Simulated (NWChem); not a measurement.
InI, singlet; SMILES [In][I]

All runs: NWChem. Low-valent species are run as closed-shell singlets; no triplet was tried in these runs. All runs use the structure optimised with PBE0/def2-SVP. def2 effective core potentials on In, I; no spin-orbit coupling. Level: PBE0/def2-SVPD; the question gives the wavelength of the field.

Question: Predict the results for field static. Quantities: isotropic polarisability (bohr³); anisotropy (bohr³).

Answer: 
```json
{
  "isotropic polarisability (bohr³)": "84.5",
  "anisotropy (bohr³)": "53.5"
}
```
